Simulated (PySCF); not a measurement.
Computed shifts of a molecule C₄H₉NSi, PBE0/pcSseg-1 (PySCF), GIAO, gas phase, atoms alike by connectivity averaged where their shifts nearly agree, in ppm (number of nuclei): ¹³C: 231.2 (1), 87.0 (1), 73.4 (1), 1.2 (1). ²⁹Si: -10.5 (1). ¹⁵N: 21.1 (1). ¹H: 5.45 (1), 5.29 (1), 4.90 (2), 0.56 (3), 0.45 (1), 0.37 (1). References: ¹³C against TMS (σ = 186.3 ppm); ²⁹Si against TMS (σ = 352.7 ppm); ¹⁵N against NH3 (σ = 267.4 ppm); ¹H against TMS (σ = 31.56 ppm), references at their B3LYP-D3(BJ)/def2-TZVP geometries, non-relativistic. The structure is a stationary point at r2SCAN-D4/def2-SVP. One conformer was computed; it need not be the lowest.

Task: Pick the molecule that these values belong to.
A) C=C=C[C@@H](N)[SiH3]
B) C#CCCN[SiH3]
C) C=C=C[Si@@H](C)N
D) N[C@@H]1CC=C[SiH2]1

Result: C, C=C=C[Si@@H](C)N
